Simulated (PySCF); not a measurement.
An EPR job on `FC(F)[C@@H]1C[C]2C=C[C@H]1C2` [radical].

Method: UKS B3LYP, IGLO-III on C F, pcH-1 on H, non-relativistic, mean-field spin-orbit, GIAO (PySCF 2.14.0). Geometry: PBE0-D3(BJ)/def2-SVP. The input is one job of a driver script: a line of settings, then coordinates in Å.

Input:
```
{"job": {"kind": "epr"}, "charge": 0, "multiplicity": 2}
F      2.618243    -0.166030    -1.500302
C      1.795911     0.549647    -0.696651
F      2.573568     1.243598     0.170143
C      0.879211    -0.377092     0.054152
C     -0.104690    -1.163212    -0.871182
C     -1.436818    -0.772471    -0.238222
C     -1.726810     0.663028    -0.517185
C     -0.894332     1.354107     0.284183
C     -0.077123     0.340521     1.066301
C     -1.134847    -0.775892     1.246393
H      1.251842     1.276630    -1.325540
H      1.532646    -1.072031     0.605833
H      0.085817    -2.244624    -0.814877
H     -0.024307    -0.865504    -1.926642
H     -2.368013     1.058433    -1.307299
H     -0.734836     2.434736     0.297332
H      0.434777     0.711935     1.963629
H     -1.978811    -0.457122     1.873078
H     -0.711037    -1.720187     1.621939
```

**Question.** What does the run print?

**Answer.** 
```
UKS, coarse grid
  cycle   1  E = -509.93736759  |g| = 5.62e-01
  cycle   2  E = -509.82059091  |g| = 8.50e-01
  cycle   3  E = -510.04879249  |g| = 5.84e-02
  cycle   4  E = -510.04948394  |g| = 4.21e-02
  cycle   5  E = -510.05026054  |g| = 1.19e-02
  cycle   6  E = -510.05031907  |g| = 6.48e-03
  cycle   7  E = -510.05034201  |g| = 1.67e-03
  cycle   8  E = -510.05034435  |g| = 8.01e-04
UKS, final grid
  cycle   1  E = -510.05038035  |g| = 1.12e-03
  cycle   2  E = -510.05037959  |g| = 1.76e-03
  cycle   3  E = -510.05038097  |g| = 1.94e-04
  cycle   4  E = -510.05038099  |g| = 8.65e-05
  cycle   5  E = -510.05038102  |g| = 6.07e-05
  cycle   6  E = -510.05038102  |g| = 2.23e-05
E = -510.05038102 Eh   <S^2> = 0.7538 (exact 0.7500)
g shifts (ppm)      1          2          3
  rmc          -162       -162       -162
  gc             13         31         34
  oz_so          37        266        572
  total        -112        135        444
hyperfine (MHz)  atom isotope    a_iso     a_fc   dipolar eigenvalues
    0   19F      -0.65      -0.65     -1.48     -0.83      2.30
    1   13C       3.54       3.54     -0.47     -0.35      0.82
    2   19F      33.85      33.85     -9.23     -8.81     18.04
    3   13C      28.27      28.27     -5.28     -3.45      8.73
    4   13C      12.04      12.04     -3.43     -2.54      5.97
    5   13C     304.65     304.65    -71.38    -70.57    141.95
    6   13C       1.63       1.63     -8.42     -0.30      8.72
    7   13C      40.99      40.99     -6.18     -4.02     10.21
    8   13C      56.62      56.62     -4.56     -2.91      7.47
    9   13C      -7.79      -7.79     -3.85     -2.35      6.19
   10    1H       0.44       0.44     -1.56     -1.32      2.88
   11    1H       0.04       0.04     -3.17     -1.49      4.66
   12    1H      22.20      22.20     -5.76     -4.60     10.36
   13    1H       1.44       1.44     -5.51     -3.65      9.16
   14    1H      19.16      19.16     -4.88     -3.86      8.75
   15    1H       5.81       5.81     -3.82     -1.81      5.63
   16    1H       9.91       9.91     -2.97     -1.69      4.66
   17    1H       9.54       9.54     -5.39     -3.81      9.20
   18    1H       9.47       9.47     -5.36     -3.80      9.16
```

rmc, gc and oz_so are the mass-correction, gauge-correction and orbital-Zeeman/spin–orbit parts of the g shift along its three principal axes; a_iso is the isotropic hyperfine coupling and a_fc its Fermi-contact part. Atoms in this output count from 0.

**Question.** Get g_iso from the total shifts.

**Answer.** Their mean is 156 ppm; added to g_e = 2.002319 it gives 2.00247.

**Question.** How far is ⟨S²⟩ from the pure-spin value?

**Answer.** S = 0.5 gives S(S+1) = 0.75; the run has 0.7538, 0.0038 more.

Main results: ⟨S²⟩ 0.754; g_iso 2.0025.

The structure is a single PBE0-D3(BJ)/def2-SVP conformer in the gas phase; no vibrational or solvent corrections.

Hardware: one thread, Arm Neoverse V1, no GPU, on a shared host. Cost: 3.4 min.
Labels such as C1 count atoms from 1, the log's own numbers from 0.
